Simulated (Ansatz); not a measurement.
C4H3F7 can be A, `FC(F)CC(F)(F)C(F)(F)F`, or B, `FCC(F)(F)C(F)(F)C(F)F`.

Calculated with Ansatz (gas phase, PBE0-D4/def2-TZVP geometries, no zero-point term in ΔE). CBS: MP2 limit from def2 TZ/QZ plus the TZ coupled-cluster correction, frozen cores. DFT in def2-TZVPP. Each species was taken in one conformer, which may not be the lowest.

Q: Which isomer does CCSD(T)/CBS put lower? Give the gap. (Best estimate.)

A: The calculation gave: A, by 18.0 kcal/mol.

Q: Give E(B) − E(A) in kcal/mol with CCSD(T)/def2-TZVPP, r2SCAN-D4, PBE-D4, PBE0-D4, CCSD(T)/def2-SVP, LDA (SPW92), BLYP-D4. (Best estimate.)

A: Ansatz gave: CCSD(T)/def2-TZVPP 18.5, r2SCAN-D4 19.2, PBE-D4 18.2, PBE0-D4 19.0, CCSD(T)/def2-SVP 21.0, LDA (SPW92) 19.9, BLYP-D4 16.6. None reverses the order clearly.

Q: Does the order hold for the free energy at 298.15 K (harmonic terms from PBE0-D4)? (An estimate is asked.)

A: The calculation gave: Yes: G(B) − G(A) = +17.8 kcal/mol, for one conformer each. Modes under 60 cm⁻¹, often nearly free rotors, make the harmonic entropy too high.

Largest T1 diagnostic: 0.012.

Leaving LDA and LC-ωPBE aside and taking each functional with its dispersion term where it has one, the values, not all of them listed here, spread over 3.1 kcal/mol, from BLYP-D4 to PBE-QIDH. LDA lies +1.6 kcal/mol from PBE without D4. From BLYP to BHLYP (50 % exact exchange), in def2-TZVPP and without D4, E(B) − E(A) moves by +1.5 kcal/mol.
